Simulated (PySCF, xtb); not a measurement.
Nb(NH)(F)2(OH) (F2H2NNbO), SMILES [NH]=[Nb]([OH])([F])[F], multiplicity 1. The values are those of a single conformer.

Harmonic wavenumbers (cm⁻¹) from xtb with GFN2-xTB at its own minimum, in rising order: 123, 141, 184, 197, 208, 407, 421, 428, 528, 574, 609, 611, 915, 3343, 3575.

Question: What does B3LYP-D3(BJ)/def2-SVP run with PySCF give at its own minimum? (Estimate from the structure and the level; the computed values follow.)

Answer: 166, 179, 210, 240, 245, 430, 498, 536, 636, 684, 707, 757, 1027, 3631, 3874. Paired by order, the mean absolute difference is 104 cm⁻¹ and the zero-point energies are 17.5 and 19.8 kcal/mol.
